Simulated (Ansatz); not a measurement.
Input file for Ansatz (a program for electronic structure): U-CCSD(T)/def2-SVP on CdH3N (SMILES [NH2][CdH]), a point of a bond scan (R = 1.013 Å). Elements past Kr take the def2 small-core potentials; no spin–orbit coupling.

Ansatz 0.2 input:
```yaml
crystal:
  periodic: [false, false, false]
  atoms:
    - {symbol: Cd, position_ang: [-0.19315055, -0.04077904, -0.22746535]}
    - {symbol: H, position_ang: [-1.20927786, -0.23635281, -1.52039316]}
    - {symbol: N, position_ang: [1.16167798, 0.26842501, 1.25041043]}
    - {symbol: H, position_ang: [1.49906634, -0.57553431, 1.69861765]}
    - {symbol: H, position_ang: [0.84969212, 0.89030603, 1.98723929]}
basis:
  gaussian:
    orbitals: def2-SVP
correlation: {method: ccsd_t, electrons: outside_noble_gas}
scf: {omitted_lower_state_checks: [cluster_reference]}
magnetization: {spin_polarized: true, initial_magnetization: 0}
```

The head of its log:

```
WARN ansatz: RAYON_NUM_THREADS=1 ignored (pool sized by the plan → 1); use --threads N
Functional definition: HF
these checks for a lower state are left out or cut short: cluster_reference
integrals: 0.05 GiB planned
629 factors; integrals over basis functions are off by at most 6.7e-4 eV
mean field: 0.16 GiB planned
mean field evaluation 1: about -6063.4530 eV, gradient 2.5e1 eV
mean field evaluation 2: about -6063.6609 eV, gradient 2.5e1 eV
mean field evaluation 4: about -6066.6154 eV, gradient 1.6e0 eV
mean field evaluation 8: about -6066.6450 eV, gradient 9.5e-2 eV
mean field -6066.64503271 eV, -222.9450928323 hartree, gradient 1.4e-6 eV, S^2 0.000000; 0 other end points of the search recorded, 0 dependent functions left out
5 core orbitals not correlated
reference -6066.64503271 eV, -222.9450928323 hartree; 10, 10 occupied and 45, 45 virtual orbitals, 629 factors
```

Question: Predict the final total energy.

Answer: -223.4350 hartree (reference determinant -222.9451, T1 diagnostic 0.016).
